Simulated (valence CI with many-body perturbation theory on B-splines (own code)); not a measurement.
## E1 transitions of Zr7+

Calculated by relativistic CI+MBPT: five valence electrons over a frozen Dirac-Fock core [Ar] 3d10, a basis of 11 s, 11 p, 10 d, 8 f, 5 g, 2 h functions for each j, with the one-electron correlation potential Σ1, the two-electron term Σ2, the three-electron term Σ3, Breit, model QED; selected CI, second order for the rest, scaled by the run's own slope (own B-spline code, finite nucleus).

No measured spectrum was set against this ion. As an estimate, levels hold to about 250 cm⁻¹ or 0.2 % of their energy and the worst to 1 %, as in measured heavy ions of charge 2 to 7; those with d or f electrons hold less well. Among the levels kept, up to 3100 cm⁻¹ of a level comes from second order outside the variational space, and about a tenth of that is noise between levels of different J, which matters for small intervals.

Lines 201 to 250 of 591 in falling wavelength, among levels below 638260 cm⁻¹, chosen from the strongest by gf and those to the six lowest levels. Wavelengths and rates use the calculated energies, so an error of 600 cm⁻¹ moves a line at 38.46 nm by 0.23 % and its rate by three times that or more. Electric multipoles are in the length gauge, E1 and E2 with the static RPA response of the core. Weak lines are less certain than strong ones. Lines between different terms over intervals too small for the method are left out, as are lines whose strength nearly cancels. Where a level lies close to another of its J and parity, the split of strength between their lines is uncertain. The highest levels of a list are the least certain.

Names give the largest LS component (configuration and term), which can be under half, so a name can repeat, a term be missing and a line seem to break the LS rules; names also repeat where a configuration has a term twice. Letters in brackets count levels of one name in rising energy.

```
λ vac (nm)                   Upper                  Lower   A (s⁻¹)  log gf  Branch %
     38.46      4s2.4p2.4f 4D°_7/2      4s2.4p2.4d 4P_5/2  4.15e+09   -0.13       9.0
     38.39      4s2.4p.4d2 4G°_7/2  4s2.4p2.4d 2D_5/2 [a]  8.12e+08   -0.84       1.4
     38.38      4s2.4p2.5p 2F°_7/2      4s2.4p2.4d 4D_7/2  1.09e+09   -0.72       6.0
     38.32   4s.4p3.4d 4D°_5/2 [d]      4s2.4p2.4d 4F_7/2  1.16e+10    0.18      56.9
     38.22  4s2.4p2.4f 4F°_3/2 [a]      4s2.4p2.4d 4P_3/2  1.81e+09   -0.80       2.9
     38.14  4s2.4p2.4f 4F°_5/2 [a]      4s2.4p2.4d 4P_5/2  1.99e+09   -0.58       3.4
     38.14   4s.4p3.4d 2D°_5/2 [d]      4s2.4p2.4d 2G_7/2  1.01e+09   -0.88       7.5
     38.07  4s2.4p2.4f 2G°_7/2 [a]      4s2.4p2.4d 2G_7/2  1.96e+09   -0.47       8.9
     37.98      4s2.4p2.4f 2H°_9/2      4s2.4p2.4d 2G_7/2  1.64e+09   -0.45      32.5
     37.97  4s2.4p2.4f 4F°_5/2 [b]      4s2.4p2.4d 4P_3/2  3.15e+09   -0.39       6.8
     37.94      4s2.4p2.4f 2D°_5/2  4s2.4p2.4d 2P_3/2 [a]  2.79e+09   -0.44       4.1
     37.93      4s2.4p2.4f 4D°_1/2      4s2.4p2.4d 4P_1/2  6.99e+09   -0.52      12.8
     37.87  4s2.4p2.4f 2F°_5/2 [a]  4s2.4p2.4d 2D_3/2 [a]  4.88e+09   -0.20      10.2
     37.86   4s.4p3.4d 4D°_7/2 [e]      4s2.4p2.4d 4F_7/2  1.33e+09   -0.64       7.7
     37.74  4s2.4p2.4f 4F°_3/2 [b]      4s2.4p2.4d 4P_3/2  1.75e+09   -0.82       3.2
     37.73           4s.4p4 2S_1/2        4s2.4p3 4S°_3/2  2.52e+08   -1.97       2.7
     37.54  4s2.4p2.4f 4F°_7/2 [a]      4s2.4p2.4d 4P_5/2  3.84e+09   -0.19       7.7
     37.52  4s2.4p2.4f 4F°_5/2 [b]      4s2.4p2.4d 4P_5/2  2.03e+09   -0.59       4.4
     37.52           4s.4p4 2P_3/2        4s2.4p3 4S°_3/2  1.89e+08   -1.80       1.8
     37.49   4s.4p3.4d 4D°_3/2 [d]      4s2.4p2.4d 4F_5/2  5.46e+09   -0.34      22.8
     37.41   4s.4p3.4d 4D°_5/2 [d]      4s2.4p2.4d 4F_5/2  4.01e+09   -0.30      19.7
     37.37  4s2.4p2.5p 2P°_3/2 [e]      4s2.4p2.4d 4P_3/2  2.08e+09   -0.76       4.0
     37.13      4s2.4p2.4f 4D°_1/2  4s2.4p2.4d 2P_1/2 [a]  3.84e+09   -0.80       7.0
     37.12      4s2.4p.4d2 4G°_5/2  4s2.4p2.4d 2D_3/2 [a]  1.29e+09   -0.80       2.2
     37.09  4s2.4p2.5p 2P°_3/2 [e]  4s2.4p2.4d 2P_1/2 [a]  2.31e+09   -0.72       4.4
     37.08       4s2.4p2.4d 4F_5/2        4s2.4p3 2D°_5/2  8.85e+07   -1.96      14.9
     37.04      4s2.4p2.4f 4F°_9/2      4s2.4p2.4d 2G_9/2  1.07e+09   -0.66       1.9
     36.92   4s.4p3.4d 4D°_3/2 [d]      4s2.4p2.4d 4F_3/2  2.53e+09   -0.68      10.6
     36.91  4s2.4p2.4f 4F°_7/2 [a]      4s2.4p2.4d 2G_9/2  2.17e+09   -0.45       4.4
     36.87     4s2.4p2.4f 2H°_11/2      4s2.4p2.4d 2G_9/2  6.64e+09    0.21      99.6
     36.85       4s2.4p2.4d 4F_3/2        4s2.4p3 2D°_3/2  4.51e+08   -1.43      62.3
     36.83   4s.4p3.4d 4D°_1/2 [d]      4s2.4p2.4d 4F_3/2  8.79e+09   -0.45      27.4
     36.80  4s2.4p2.4f 2G°_7/2 [b]      4s2.4p2.4d 4P_5/2  8.08e+08   -0.88       1.5
     36.70   4s.4p3.4d 2P°_3/2 [c]  4s2.4p2.4d 2P_3/2 [a]  1.74e+09   -0.85       2.0
     36.56  4s2.4p2.4f 4F°_5/2 [a]  4s2.4p2.4d 2P_3/2 [a]  2.02e+09   -0.61       3.4
     36.42  4s2.4p2.4f 4F°_5/2 [b]      4s2.4p2.4d 2G_7/2  2.39e+09   -0.55       5.1
     36.41   4s.4p3.4d 2D°_5/2 [d]      4s2.4p2.4d 4D_7/2  1.17e+09   -0.86       8.7
     36.30       4s2.4p2.4d 4F_5/2        4s2.4p3 2D°_3/2  1.03e+08   -1.91      17.4
     36.27      4s2.4p2.4f 2H°_9/2      4s2.4p2.4d 4D_7/2  7.65e+08   -0.82      15.2
     36.22       4s2.4p2.4d 4F_7/2        4s2.4p3 2D°_5/2  8.50e+07   -1.87     100.0
     36.19  4s2.4p2.4f 2G°_7/2 [b]      4s2.4p2.4d 2G_9/2  6.29e+09    0.00      11.9
     36.14  4s2.4p2.4f 2G°_9/2 [a]      4s2.4p2.4d 2G_7/2  1.63e+09   -0.50      32.3
     36.05      4s2.4p2.5p 2F°_5/2  4s2.4p2.4d 2F_5/2 [a]  1.34e+09   -0.80       4.5
     35.85      4s2.4p2.4f 4G°_9/2      4s2.4p2.4d 4F_9/2  8.34e+08   -0.79       5.6
     35.74  4s2.4p2.4f 2G°_7/2 [b]      4s2.4p2.4d 2G_7/2  7.99e+09    0.09      15.1
     35.73   4s2.4p2.4d 2P_3/2 [a]        4s2.4p3 2P°_3/2  1.62e+09   -0.91       3.2
     35.68   4s.4p3.4d 2F°_7/2 [d]  4s2.4p2.4d 2F_7/2 [a]  1.05e+09   -0.80       3.4
     35.65      4s2.4p2.4f 4D°_7/2      4s2.4p2.4d 4D_7/2  8.63e+08   -0.88       1.9
     35.59  4s2.4p2.4f 2F°_5/2 [a]      4s2.4p2.4d 2G_7/2  5.67e+09   -0.19      11.9
     35.46   4s2.4p2.4d 2F_7/2 [a]        4s2.4p3 2D°_5/2  7.40e+07   -1.95     100.0
```
